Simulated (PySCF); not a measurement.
WBr and its ions

r²SCAN; basis W def2-TZVPPD with ECP60, Br def2-TZVPPD; scalar-relativistic core potentials; PySCF 2.14. Neutral (UKS): sextet (σ ↑, π ↑↑, δ ↑↑), Re = 2.430 Å, ωe = 254 cm⁻¹, HOMO -5.10 eV, LUMO -3.42 eV.

WBr⁺ (UKS): quintet (σ ↑, π ↑, δ ↑↑), Re = 2.312 Å, ωe = 313 cm⁻¹. The energies at the minima are -2641.21262 hartree for WBr and -2640.91776 for WBr⁺.

**Question.** Work out the adiabatic ionisation energy, without and with harmonic zero-point energies (1 hartree = 27.2114 eV, 1 eV = 8065.5 cm⁻¹), and the change of the bond length.

**Answer.** At r²SCAN: 0.29486 hartree = 8.024 eV between the minima; the zero-point term (313.0 − 254.0)/2 cm⁻¹ = +0.004 eV makes it 8.027 eV. Re changes by -11.8 pm against the neutral. The electron leaves a π orbital; in so polar a molecule the change of length follows mostly from the change of the ionic charges.

WBr⁻ (UKS): septet (σ ↑↑, π ↑↑, δ ↑↑), Re = 2.657 Å, ωe = 152 cm⁻¹. The energies at the minima are -2641.21262 hartree for WBr and -2641.25468 for WBr⁻.

**Question.** Work out the adiabatic electron affinity, without and with harmonic zero-point energies (1 hartree = 27.2114 eV, 1 eV = 8065.5 cm⁻¹), and the change of the bond length.

**Answer.** At r²SCAN: 0.04206 hartree = 1.145 eV between the minima; the zero-point term (254.0 − 152.0)/2 cm⁻¹ = +0.006 eV makes it 1.151 eV. Re changes by +22.7 pm against the neutral. The electron enters a σ orbital; in so polar a molecule the change of length follows mostly from the change of the ionic charges.

De is left out where the level can put another filling of the metal’s s and d shells below the measured ground configuration, by anything from nothing to about 1 eV. Spin–orbit coupling is left out, which matters for elements this heavy, above all for dissociation energies. The highest Kohn–Sham level is positive in this anion. Much of that is self-interaction error, but it also means that the finite basis helps to hold the extra electron. With d or f electrons several states lie close, and the lowest PBE0 determinant need not be the measured ground state.
